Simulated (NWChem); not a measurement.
System: SiBrF3; SMILES F[Si](F)(F)Br

NWChem printed, in part:

```
             Northwest Computational Chemistry Package (NWChem) 7.3.0
             --------------------------------------------------------

                             Geometry "geometry" -> ""
                             -------------------------

 Output coordinates in angstroms (scale by  1.889725989 to convert to a.u.)

  No.       Tag          Charge          X              Y              Z
 ---- ---------------- ---------- -------------- -------------- --------------
    1 F                    9.0000    -0.13945800     1.47983900     1.35895200
    2 Si                  14.0000     0.00000000     0.00000000     0.80457500
    3 F                    9.0000     1.35130800    -0.61914500     1.35895200
    4 F                    9.0000    -1.21184900    -0.86069400     1.35895200
    5 Br                  35.0000     0.00000000     0.00000000    -1.38205900

 Effective nuclear repulsion energy (a.u.)     454.9964226343

                                 NWChem DFT Module
                                 -----------------

 Summary of "ao basis" -> "ao basis" (spherical)
 ------------------------------------------------------------------------------
       Tag                 Description            Shells   Functions and Types
 ---------------- ------------------------------  ------  ---------------------
 F                          def2-svp                 6       14   3s2p1d
 Si                         def2-svp                 8       18   4s3p1d
 Br                         def2-svp                12       32   5s4p3d

 in cosmo_initialize ...
 calling solv_data for solv:cychexan

 solvent parameters
 solvname_short: cychexan
 solvname_long:  cyclohexane
 dielec:        2.0165
 dielecinf:     2.0352
 nonaqueous SMD model solvent descriptors
 dielec:        2.0165
 sola:          0.0000
 solb:          0.0000
 solc:          0.0000
 solg:         35.4800
 solh:          0.0000
 soln:          1.4266

          ---------------
          -cosmo- solvent
          ---------------
 Cosmo: York-Karplus, doi: 10.1021/jp992097l
 dielectric constant -eps-     =   2.02
 screen = (eps-1)/(eps    )    =   0.50409
 surface charge correction     = lagrangian

   van der Waals surface
 --------------------------

 ---------- ATOMIC COORDINATES (A.U.) ------------ VDWR(ANG.) --
     1   -0.26353741    2.79649022    2.56804691     1.730
     2    0.00000000    0.00000000    1.52042629     2.470
     3    2.55360185   -1.17001440    2.56804691     1.730
     4   -2.29006255   -1.62647582    2.56804691     1.730
     5    0.00000000    0.00000000   -2.61171281     3.060
 number of segments per atom =        128
 number of   points per atom =        128
 atom (   nspa,  nppa )
 ----------------------
    1 (     62,     0 )       0
    2 (     35,     0 )       0
    3 (     61,     0 )       0
    4 (     60,     0 )       0
    5 (    102,     0 )       0
 number of -cosmo- surface points =      320
 molecular surface =    154.676 angstrom**2
 molecular volume  =    163.978 angstrom**3
 -lineq- algorithm             =   0
 -bem- low  level              =   3
 -bem- from -octahedral-
 gaussian surface charge width =   4.50000
 degree of switching           =   1.00000
 switching function tolerance  =   0.00010
 atomic radii =
 --------------
    1  9.000  1.730
    2 14.000  2.470
    3  9.000  1.730
    4  9.000  1.730
    5 35.000  3.060
 ...... end of -cosmo- initialization ......

 nat:                     5
 ixmem:                  1509
 calling mnsol_interface()
 G(SMD-CDS) energy (kcal/mol)  =    -1.151
 SMD-CDS SASA (angstrom**2)    =   127.883

            General Information
            -------------------
          SCF calculation type: DFT
          Wavefunction type:  closed shell.
          No. of atoms     :     5
          No. of electrons :    76
           Alpha electrons :    38
            Beta electrons :    38
          Charge           :     0
          Spin multiplicity:     1
          Use of symmetry is: off; symmetry adaption is: off
          Maximum number of iterations: 150
          AO basis - number of functions:    92
                     number of shells:    38
          Convergence on energy requested:  1.00D-06
          Convergence on density requested:  1.00D-05
          Convergence on gradient requested:  5.00D-04

[...]

                                COSMO-SMD solvation results
                                ---------------------------

             internal energy in gas <Psi(g)|H|Psi(g)> =     -3162.702558578721
         internal energy in solvent <Psi(s)|H|Psi(s)> =     -3162.702544910852
                               delta internal energy  =         0.000013667869 (    0.01 kcal/mol)
   total free energy in solvent <Psi(s)|H+V/2|Psi(s)> =     -3162.703547332682
 polarization energy contribution <Psi(s)|V/2|Psi(s)> =        -0.001002421830 (   -0.63 kcal/mol)
    total free energy in solvent including G(SMD-CDS) =     -3162.705381671064
                       G(SMD-CDS) energy contribution =        -0.001834338381 (   -1.15 kcal/mol)
     1 M fixed-concentration free energy of solvation =        -0.002823092343 (   -1.77 kcal/mol)

                       DFT Final Molecular Orbital Analysis
                       ------------------------------------

 Vector   36  Occ=2.000000D+00  E=-4.735183D-01
              MO Center= -3.5D-05,  3.6D-06, -7.1D-01, r^2= 2.9D+00
   Bfn.  Coefficient  Atom+Function         Bfn.  Coefficient  Atom+Function
  ----- ------------  ---------------      ----- ------------  ---------------
    74      0.437137  5 Br pz                77      0.426379  5 Br pz
    71     -0.289295  5 Br pz                24     -0.200165  2 Si pz
     6     -0.175644  1 F  pz                38     -0.175625  3 F  pz
    52     -0.175664  4 F  pz                64     -0.166290  5 Br s
    17      0.161689  2 Si s                  9      0.117115  1 F  pz

 Vector   37  Occ=2.000000D+00  E=-3.938457D-01
              MO Center=  4.0D-03, -7.6D-03, -1.2D+00, r^2= 1.7D+00
   Bfn.  Coefficient  Atom+Function         Bfn.  Coefficient  Atom+Function
  ----- ------------  ---------------      ----- ------------  ---------------
    75      0.586498  5 Br px                72      0.520741  5 Br px
    69     -0.344398  5 Br px                66      0.111722  5 Br px
    38     -0.086578  3 F  pz                52      0.068918  4 F  pz
    41      0.066547  3 F  pz                76     -0.059058  5 Br py
    31      0.055493  2 Si d  1              25      0.053707  2 Si px

 Vector   38  Occ=2.000000D+00  E=-3.938349D-01
              MO Center= -4.0D-03,  7.5D-03, -1.2D+00, r^2= 1.7D+00
   Bfn.  Coefficient  Atom+Function         Bfn.  Coefficient  Atom+Function
  ----- ------------  ---------------      ----- ------------  ---------------
    76      0.586468  5 Br py                73      0.520782  5 Br py
    70     -0.344412  5 Br py                67      0.111726  5 Br py
     6     -0.089766  1 F  pz                 9      0.068996  1 F  pz
    52      0.060188  4 F  pz                75      0.059068  5 Br px
    29     -0.055500  2 Si d -1              26      0.053687  2 Si py

 Vector   39  Occ=0.000000D+00  E= 3.581323D-02
              MO Center=  3.7D-05,  2.0D-04,  1.8D-02, r^2= 3.6D+00
   Bfn.  Coefficient  Atom+Function         Bfn.  Coefficient  Atom+Function
  ----- ------------  ---------------      ----- ------------  ---------------
    18      1.209634  2 Si s                 77     -0.685085  5 Br pz
    17      0.477061  2 Si s                 65     -0.376800  5 Br s
    64     -0.343404  5 Br s                 16      0.332994  2 Si s
     3     -0.292265  1 F  s                 35     -0.292146  3 F  s
    49     -0.292118  4 F  s                 74     -0.263905  5 Br pz

 Vector   40  Occ=0.000000D+00  E= 1.013105D-01
              MO Center= -1.5D-01,  1.2D-01,  3.3D-01, r^2= 3.4D+00
   Bfn.  Coefficient  Atom+Function         Bfn.  Coefficient  Atom+Function
  ----- ------------  ---------------      ----- ------------  ---------------
    25      1.024869  2 Si px                35     -0.427396  3 F  s
    26     -0.309688  2 Si py                75     -0.288402  5 Br px
    22      0.282880  2 Si px                49      0.264430  4 F  s
     7     -0.182138  1 F  px                31      0.180961  2 Si d  1
     4      0.165006  1 F  px                 3      0.162972  1 F  s

 Vector   41  Occ=0.000000D+00  E= 1.013442D-01
              MO Center=  1.5D-01, -1.2D-01,  3.3D-01, r^2= 3.4D+00
   Bfn.  Coefficient  Atom+Function         Bfn.  Coefficient  Atom+Function
  ----- ------------  ---------------      ----- ------------  ---------------
    26      1.024662  2 Si py                 3     -0.399302  1 F  s
    49      0.340800  4 F  s                 25      0.309659  2 Si px
    76     -0.288352  5 Br py                23      0.282985  2 Si py
    29     -0.181030  2 Si d -1              40     -0.176284  3 F  py
    37      0.159682  3 F  py                73     -0.160065  5 Br py

     Multipole analysis of the density
     ---------------------------------

     L   x y z        total         alpha         beta         nuclear
     -   - - -        -----         -----         ----         -------
     0   0 0 0     -0.000000    -38.000000    -38.000000     76.000000

     1   1 0 0     -0.000171     -0.000094     -0.000094      0.000017
     1   0 1 0     -0.000007     -0.000003     -0.000003     -0.000000
     1   0 0 1     -0.277226      0.254744      0.254744     -0.786714

     2   2 0 0    -34.632497    -70.572492    -70.572492    106.512488
     2   1 1 0      0.000184      0.000089      0.000089      0.000006
     2   1 0 1      0.000114      0.000035      0.000035      0.000044
     2   0 2 0    -34.631969    -70.572201    -70.572201    106.512433
     2   0 1 1     -0.000027     -0.000013     -0.000013      0.000000
     2   0 0 2    -33.269090   -241.215361   -241.215361    449.161632
```

Level: M06-2X/def2-SVP, SMD on the gas-phase geometry. The geometry was optimised at B3LYP/6-31G* (spherical d). Solvent: cyclohexane.

Question: Reconstruct the input file.

Answer: Several could match; the one computed here: the input that was run:
```
start job
memory heap 200 mb stack 900 mb global 1100 mb
geometry units angstroms noautosym nocenter noautoz
  F     -0.139458     1.479839     1.358952
  Si     0.000000     0.000000     0.804575
  F      1.351308    -0.619145     1.358952
  F     -1.211849    -0.860694     1.358952
  Br     0.000000     0.000000    -1.382059
end
basis spherical
  F library def2-svp
  Si library def2-svp
  Br library def2-svp
end
dft
  xc m06-2x
  iterations 150
end
cosmo
  do_cosmo_smd true
  solvent cychexan
end
task dft energy
```
